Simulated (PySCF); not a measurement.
# Ionisation energy of Mo⁺ by level of theory

Mo⁺ [Kr] 4d5 (6S) → Mo²⁺ [Kr] 4d4 (5D), as a difference of total energies. Computed with PySCF 2.14 in cc-pVDZ-PP with ECP28MDF, with scalar relativity through the core potential. Correlated levels: valence: 4s2 4p6 frozen. The calculations carry no spin-orbit coupling.

```tsv
method	ionisation energy (eV)
UHF	15.142
PBE	16.443
M06-L	16.050
MP2 (valence)	15.670
SCS-MP2 (valence)	15.318
```

Task: How much does correlation contribute at MP2 (valence)?

Result: 15.670 − (15.142) = 0.528 eV, measured against UHF.

The reference lies between the lowest fine-structure levels, while these numbers refer to the centres of the terms.

Errors of the correlated levels include the incompleteness of this basis and the frozen core.

For comparison: 16.16 ± 0.12 eV (semi-empirical (NIST evaluation); NIST Atomic Spectra Database, ionization energies).
